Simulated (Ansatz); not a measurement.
Geometry optimisation, RKS r2SCAN-D4/def2-SVP in Ansatz 0.2.0.

input.yaml

```yaml
crystal:
  periodic: [false, false, false]
  atoms:
    - { symbol: Si, position_ang: [-1.481569, -0.094746, -0.643568] }
    - { symbol: Br, position_ang: [-1.306834, -2.091059, 0.430355] }
    - { symbol: F, position_ang: [-0.359279, 0.017942, -1.784697] }
    - { symbol: F, position_ang: [-1.325319, 1.115118, 0.39856] }
    - { symbol: H, position_ang: [-2.808297, -0.002236, -1.274631] }
    - { symbol: H, position_ang: [1.14807, -0.744436, 0.153767] }
    - { symbol: C, position_ang: [1.448235, 0.209894, 0.571608] }
    - { symbol: H, position_ang: [2.498954, 0.137551, 0.885999] }
    - { symbol: H, position_ang: [0.830194, 0.451329, 1.44428] }
    - { symbol: H, position_ang: [1.355846, 1.000744, -0.181674] }
basis:
  gaussian: { orbitals: def2-SVP }
hamiltonian:
  xc: r2scan
  dispersion: d4
relax:
  f_tol: 0.03
  max_steps: 50
output:
  orbitals: {}
```

Run as:

```bash
$ ansatz run input.yaml --threads 4 --pin off --max-ram 5120MiB --backend cpu --events-out ev --progress --plain --runs-dir out
```

**Question.** Where does it end, and by what steps?

**Answer.** It converged. The force dipped under the threshold on the way, but the program's further checks kept it going. After 18 steps the energy has fallen by 0.180 eV; H10 moved furthest, 0.64 Å.

| step | energy less start (eV) | largest force component (eV/Å) | accepted |
| --- | --- | --- | --- |
| 0 | 0.0000 | 1.009 | yes |
| 1 | -0.1567 | 0.326 | yes |
| 2 | -0.1514 | 0.279 | no |
| 3 | -0.1649 | 0.039 | yes |
| 4 | -0.1716 | 0.066 | yes |
| 5 | -0.1740 | 0.033 | yes |
| 6 | -0.1750 | 0.017 | yes |
| 7 | -0.1578 | 0.561 | no |
| 8 | -0.1760 | 0.038 | yes |
| 9 | -0.1758 | 0.163 | no |
| 10 | -0.1768 | 0.034 | yes |
| 11 | -0.1775 | 0.037 | yes |
| 12 | -0.1780 | 0.089 | yes |
| 13 | -0.1784 | 0.121 | yes |
| 14 | -0.1794 | 0.058 | yes |
| 15 | -0.1798 | 0.029 | yes |
| 16 | -0.1801 | 0.023 | yes |
| 17 | -0.1801 | 0.061 | yes |
| 18 | -0.1803 | 0.017 | yes |

```xyz
10
Properties=species:S:1:pos:R:3
Si -1.784 -0.149 -0.639
Br -1.591 -2.158 0.216
F -0.564 0.119 -1.650
F -1.687 0.940 0.541
H -3.061 0.016 -1.352
H 1.574 -0.806 0.312
C 1.738 0.247 0.577
H 2.586 0.321 1.270
H 0.837 0.650 1.059
H 1.951 0.821 -0.334
```

Whether the end is a true minimum wasn't checked by a vibrational analysis.

Run time: 76 s on 4 threads of Arm Neoverse N1, on a shared host, peak memory 0.2 GiB.
